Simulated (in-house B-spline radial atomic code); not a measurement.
## Ta⁵⁺: [Xe] 4f14

Method: Dirac-Kohn-Sham BP86, spherical fractional occupations, Fermi nucleus of rms radius 5.3507 fm. Calculated with a radial B-spline atomic code at the basis-set limit.

Z_r = [3n² - l(l+1)]/(2<r>); Z_e = n√(-2ε); the last column is Slater's effective charge. Values are occupation-weighted means over j. An effective charge above Z reflects the relativistic contraction of the inner shells.

```csv
shell,electrons,ε (eV),<r> (bohr),Z_r,Z_e,Slater
1s,2,-67321,0.01867,80.36,70.34,72.70
2s,2,-11607,0.07834,76.59,58.42,68.85
2p,6,-10251,0.07009,71.34,54.90,68.85
3s,2,-2703.5,0.2043,66.08,42.29,61.75
3p,6,-2294.2,0.2039,61.29,38.96,61.75
3d,10,-1783.3,0.1856,56.57,34.35,51.85
4s,2,-597.08,0.4587,52.32,26.50,45.25
4p,6,-461.48,0.4865,47.27,23.30,45.25
4d,10,-279.51,0.5234,40.12,18.13,33.85
5s,2,-129.76,1.085,34.57,15.44,15.35
5p,6,-95.654,1.242,29.40,13.26,15.35
4f,14,-82.271,0.6322,28.47,9.84,22.45
```

The least bound orbital is 4f7/2 at -81.41 eV, while the most diffuse is 5p3/2 (<r> = 1.271 bohr against 0.6364 bohr): energy order and size order differ.

Spin-orbit splittings of the orbital energies (j = l + 1/2 above j = l - 1/2 when positive): 2p 1271 eV, 3p 273.5 eV, 3d 59.58 eV, 4p 62.97 eV, 4d 11.56 eV, 5p 9.44 eV, 4f 1.998 eV.

For the 1s electron the small component carries 7.56 % of the norm, the zero-frequency Breit interaction raises the level by 232.7 eV, self-energy by 144.8 eV, and vacuum polarisation lowers it by 26.99 eV.
